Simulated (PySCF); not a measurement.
# Adding and removing an electron: KBi

PBE0; K def2-SVP, Bi def2-SVP with ECP60; scalar-relativistic core potentials (PySCF 2.14). Neutral (UKS): triplet (π ↑↑), Re = 3.407 Å, ωe = 128 cm⁻¹, De = 1.04 eV, HOMO -3.58 eV, LUMO -1.45 eV.

KBi⁺ (UKS): quartet (σ ↑, π ↑↑), Re = 3.939 Å, ωe = 54.7 cm⁻¹. The energies at the minima are -814.31339 hartree for KBi and -814.12168 for KBi⁺.

(1) Work out the adiabatic ionisation energy, without and with harmonic zero-point energies (1 hartree = 27.2114 eV, 1 eV = 8065.5 cm⁻¹), and the change of the bond length.

These are scalar-relativistic numbers at best; spin–orbit coupling would shift them, the dissociation energy most. States were picked by a PBE0 search and need not be the measured ground states.

## Answers

(1) At PBE0: 0.19171 hartree = 5.217 eV between the minima; the zero-point term (54.7 − 128.0)/2 cm⁻¹ = -0.005 eV makes it 5.212 eV. Re changes by +53.2 pm against the neutral. The electron leaves a σ orbital, and the ion is left as a loose complex of an ion and an atom.
